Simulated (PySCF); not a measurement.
## Basis-set dependence of GeF at CCSD

PySCF, UHF reference; doublet, unpaired electrons π ↑; De to Ge + F without counterpoise correction. Frozen cores follow the default of each basis and core potential.

```json
{"basis": "def2-SVP", "relativity": "no relativity", "functions": "46", "Re (Å)": "1.758", "ωe (cm⁻¹)": "695", "De (eV)": "4.64", "frozen orbitals": "10"}
{"basis": "def2-TZVPP", "relativity": "no relativity", "functions": "79", "Re (Å)": "1.747", "ωe (cm⁻¹)": "686", "De (eV)": "4.98", "frozen orbitals": "10"}
{"basis": "def2-TZVPPD", "relativity": "no relativity", "functions": "94", "Re (Å)": "1.751", "ωe (cm⁻¹)": "676", "De (eV)": "5.04", "frozen orbitals": "10"}
```

(1) How does each smaller set differ from the one with most functions, def2-TZVPPD?

Correlated steps freeze 10 core orbitals. Correlated levels converge slowly with the basis: in double zeta they bind strong bonds too weakly, by up to about 1 eV, and carry superposition errors of some tenths. Spin–orbit coupling is left out. The state is the lowest determinant that a PBE0 search found; another state may lie lower at other levels.

## Answers

(1) def2-SVP: +0.7 pm, +2.8 % in ωe, -0.40 eV in De; def2-TZVPP: -0.4 pm, +1.5 % in ωe, -0.06 eV in De. All at CCSD; the set with most functions is neither the basis-set limit nor always the best.
